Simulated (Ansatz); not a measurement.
C₂H₂N (SMILES [CH2]C#N), doublet (typed; the unrestricted solution is spin-contaminated), geometry from GFN2-xTB; MP2/cc-pVDZ (Ansatz, a first-principles code).

Input for Ansatz:
Ansatz 0.2 input:
```yaml
crystal:
  periodic: [false, false, false]
  atoms:
    - {symbol: C, position_ang: [0.00333613, -0.16861170, -1.16204150]}
    - {symbol: C, position_ang: [-0.00051194, 0.02587429, 0.17832093]}
    - {symbol: N, position_ang: [-0.00381510, 0.19281948, 1.32887713]}
    - {symbol: H, position_ang: [0.93232340, -0.24906440, -1.69689616]}
    - {symbol: H, position_ang: [-0.92256280, -0.24424744, -1.70292033]}
basis:
  gaussian:
    orbitals: cc-pVDZ
magnetization: {spin_polarized: true, initial_magnetization: 1}
correlation: {method: mp2, electrons: outside_noble_gas}
```

It wrote (shortened):

```
Functional definition: HF
488 factors; integrals over basis functions are off by at most 8.1e-4 eV
mean field evaluation 1: about -3570.8095 eV, gradient 1.9e1 eV
mean field evaluation 2: about -3570.8117 eV, gradient 1.9e1 eV
mean field evaluation 4: about -3573.0965 eV, gradient 3.3e0 eV
mean field evaluation 8: about -3573.2987 eV, gradient 4.3e-1 eV
mean field evaluation 16: about -3573.3172 eV, gradient 2.0e-6 eV
mean field -3573.31718506 eV, -131.3169844697 hartree, gradient 2.0e-6 eV, S^2 0.929113; 0 other end points of the search recorded, 0 dependent functions left out
3 core orbitals not correlated
reference -3573.31718506 eV, -131.3169844697 hartree; 8, 7 occupied and 41, 42 virtual orbitals, 488 factors
second order -10.04114360 eV of doubles, -0.00000000 eV of singles
Total energy: -3583.35832866 eV, -131.6859896906 hartree
```
